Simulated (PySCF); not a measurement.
H7NSi2, SMILES [SiH3]N[SiH3] at its PBE0/def2-SVP optimised geometry (Å):

```
10

Si    -1.6638    -0.8324     0.0000
N      0.0775    -0.8324     0.0000
Si     1.1864     0.4792    -0.2866
H     -2.1970    -1.5295     1.2122
H     -2.1118     0.5907     0.0000
H     -2.2512    -1.5201    -1.1946
H      0.5096    -1.7465     0.1148
H      1.8810     0.3824    -1.6107
H      2.2512     0.5160     0.7645
H      0.4000     1.7465    -0.2512
```

Calculation: PBE0/def2-TZVP (PySCF 2.14.0). Cells within 0.4 Å of a nucleus heavier than hydrogen are left out (blank, or x).

Map of the HOMO−1 amplitude (bohr^(-3/2)) on the plane z = 0.0 Å; orbital energy -9.39 eV, overall sign arbitrary:

```
|444444444444444444444444444|
|444444444444444444444444444|
|444444444444444444444444444|
|444444444444444444444444444|
|444444444444443344444444444|
|444444444444333333444444444|
|444444444443332233444444444|
|444444444443321123344444444|
|444444444443310023444444444|
|444445555543310013445444444|
|444455676544321123555544444|
|4444567976543222x4566554444|
|4444567986544323xx666554444|
|444455777765433345665554444|
|444445566665532344555544444|
|44444444xx556xx334555444444|
|44443333xx456xx344444444444|
|444333223344554444444444444|
|444333222334444444444444444|
|444433323334444444444444444|
|444433333334444444444444444|
|444443333344444444444444444|
|444444444444444444444444444|
|444444444444444444444444444|
|444444444444444444444444444|
|444444444444444444444444444|
|444444444444444444444444444|
```
Scale: ten equal steps from -0.166 (start of '0') to 0.213 (end of '9'), in the order '0123456789'; x runs from -4.50 to 4.50, y from -4.50 (bottom) to 4.50 (top).
